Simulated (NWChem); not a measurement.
Species: CH4ClGaO; SMILES C[O][GaH][Cl]

```xyz
8

Ga    -0.4673     0.0507     0.0002
H     -2.0045    -0.1600     0.0001
Cl     0.4463     1.9827    -0.0003
O      0.7076    -1.2751     0.0015
C      0.3863    -2.6362    -0.0011
H      0.8076    -3.1273    -0.8961
H      0.8207    -3.1330     0.8844
H     -0.7029    -2.8383     0.0062
```
Atoms are numbered in this order, from 1.

Program: NWChem. Pople sets run with spherical d functions. Structure relaxed at the PBE0/def2-SVP level. Ions are spin-unrestricted doublets at the neutral geometry; other ion states weren't tried.

For level PBE/6-31G*:

| Item | Result |
|---|---|
| −ε(HOMO) (eV) | 6.56 |

### Question
What are these values for level M06-2X/6-31G*?

### Answer
The −ε(HOMO) (eV) is 9.58.
